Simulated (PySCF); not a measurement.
## C₆ coefficients of unlike pairs at PBE

Calculated with PySCF 2.14 from the dipole response of each species, C₆(A,B) = (3/π) ∫ α_A(iu) α_B(iu) du, in atomic units, from isotropic polarisabilities. For ions this is the dispersion term alone; charge-induced terms of lower order in 1/R come first.

```
species            configuration                                                                 basis      relativity  α (bohr³)  C₆ (like pair)
     F⁺        [He] 2s2 2p4 (3P)                                                aug-cc-pVTZ (5s4p3d2f)            none      1.875           3.552
     Hg  [Xe] 4f14 5d10 6s2 (1S)  def2-TZVPPD with the def2 core potential (60 electrons) (6s6p3d2f1g)  core potential      33.65           300.8
     Be            [He] 2s2 (1S)                                               aug-cc-pCVTZ (7s6p4d2f)            none      42.68           255.6
    Tl⁺  [Xe] 4f14 5d10 6s2 (1S)                                         aug-cc-pVQZ-DK3 (10s9p7d4f2g)   spin-free X2C      19.99           158.9
```

Q: Estimate C₆ for Be with Hg.

A: The integral gives 258.1. The combination rule 2 C_A C_B / (C_A α_B/α_A + C_B α_A/α_B) gives 263.7 and the geometric mean 277.3.

No spin-orbit coupling is included.

The other pairs:

| pair | C₆ |
| --- | --- |
| Tl⁺, F⁺ | 22.29 |
| Tl⁺, Hg | 216.0 |
| Hg, F⁺ | 28.87 |
| Be, F⁺ | 19.93 |
| Tl⁺, Be | 174.2 |
